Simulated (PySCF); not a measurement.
# Two-component Hartree-Fock for I⁵⁺ (iodine, charge +5)

Start: [Kr] 4d10 5s2. Calculated with PySCF 2.14 in x2c-TZVPPall-2c with one added diffuse shell each of s, p, d, f type (9s10p6d3f, 90 functions): generalised Hartree-Fock with the X2C-1e Hamiltonian and a Gaussian nucleus; spin-orbit coupling (SO) screened by Boettger's factors.

```json
{"spinor shell": "1s1/2", "electrons": "2", "ε, screened SO (eV)": "-33390.7", "weight of nominal j (screened SO)": "1.000", "rms radius, screened SO (bohr)": "0.0311"}
{"spinor shell": "2s1/2", "electrons": "2", "ε, screened SO (eV)": "-5308.6", "weight of nominal j (screened SO)": "1.000", "rms radius, screened SO (bohr)": "0.127"}
{"spinor shell": "2p1/2", "electrons": "2", "ε, screened SO (eV)": "-4972.5", "weight of nominal j (screened SO)": "1.000", "rms radius, screened SO (bohr)": "0.109"}
{"spinor shell": "2p3/2", "electrons": "4", "ε, screened SO (eV)": "-4671.1", "weight of nominal j (screened SO)": "1.000", "rms radius, screened SO (bohr)": "0.115"}
{"spinor shell": "3s1/2", "electrons": "2", "ε, screened SO (eV)": "-1161.3", "weight of nominal j (screened SO)": "1.000", "rms radius, screened SO (bohr)": "0.334"}
{"spinor shell": "3p1/2", "electrons": "2", "ε, screened SO (eV)": "-1020.9", "weight of nominal j (screened SO)": "1.000", "rms radius, screened SO (bohr)": "0.327"}
{"spinor shell": "3p3/2", "electrons": "4", "ε, screened SO (eV)": "-962.44", "weight of nominal j (screened SO)": "1.000", "rms radius, screened SO (bohr)": "0.338"}
{"spinor shell": "3d3/2", "electrons": "4", "ε, screened SO (eV)": "-717.57", "weight of nominal j (screened SO)": "1.000", "rms radius, screened SO (bohr)": "0.311"}
{"spinor shell": "4s1/2", "electrons": "2", "ε, screened SO (eV)": "-269.54", "weight of nominal j (screened SO)": "1.000", "rms radius, screened SO (bohr)": "0.786"}
{"spinor shell": "4p1/2", "electrons": "2", "ε, screened SO (eV)": "-218.03", "weight of nominal j (screened SO)": "1.000", "rms radius, screened SO (bohr)": "0.826"}
{"spinor shell": "4p3/2", "electrons": "4", "ε, screened SO (eV)": "-206.51", "weight of nominal j (screened SO)": "1.000", "rms radius, screened SO (bohr)": "0.853"}
{"spinor shell": "4d3/2", "electrons": "4", "ε, screened SO (eV)": "-121.91", "weight of nominal j (screened SO)": "1.000", "rms radius, screened SO (bohr)": "0.970"}
{"spinor shell": "4d5/2", "electrons": "6", "ε, screened SO (eV)": "-120.05", "weight of nominal j (screened SO)": "1.000", "rms radius, screened SO (bohr)": "0.982"}
{"spinor shell": "5s1/2", "electrons": "2", "ε, screened SO (eV)": "-72.526", "weight of nominal j (screened SO)": "1.000", "rms radius, screened SO (bohr)": "1.88"}
```

Task: Where does 3d5/2 lie, and what is the 3d spin-orbit splitting (screened SO)?

Result: At -705.52 eV, 12.052 eV above 3d3/2.

```csv
quantity,screened SO
E (hartree),-7108.41417
M_J,0
⟨J²⟩,0.000
⟨L²⟩,0.022
⟨S²⟩,0.022
```

Breit and QED terms are absent; they matter most for the inner s and p1/2 levels.

Densities and radii are taken from the X2C orbitals without a picture-change correction, which distorts them close to the nucleus.
